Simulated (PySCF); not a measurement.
# Dipole response of Se²⁺ (selenium, charge +2)

[Ar] 3d10 4s1 4p3, high-spin 5S determinant (an excited configuration). All numbers are calculated (PySCF 2.14, the non-relativistic Hamiltonian (point nucleus), in def2-QZVPPD (12s8p5d4f1g, 98 functions)). Coupled (time-dependent) response in atomic units; α is the mean over directions.

```
method  mean α (bohr³)  C₆ (like pair)  S(−4)
   UHF           8.558           39.04  19.15
   PBE           8.711           39.90  20.33
  PBE0           8.615           39.32  19.71
 M06-L           8.869           41.86  20.09
```

S(−4) is the Cauchy moment in α(ω) = α(0) + S(−4) ω² + …

α(iu) at M06-L:

```
u (hartree)  α(iu) (bohr³)
          0          8.869
     0.0500          8.820
      0.100          8.673
      0.200          8.137
      0.300          7.386
      0.500          5.743
      0.750          4.072
       1.00          2.956
       1.50          1.749
       2.00          1.179
       3.00         0.6778
       5.00         0.3432
```

A single London oscillator, α(iu) = α/(1 + u²/ω²), gives C₆ = (3/4) ω α². Matching the computed C₆ needs ω = 4 × 41.86 / (3 × 8.869²) = 0.710 hartree.

For an ion, C₆ is the dispersion term alone; charge-induced terms of lower order in 1/R come first.
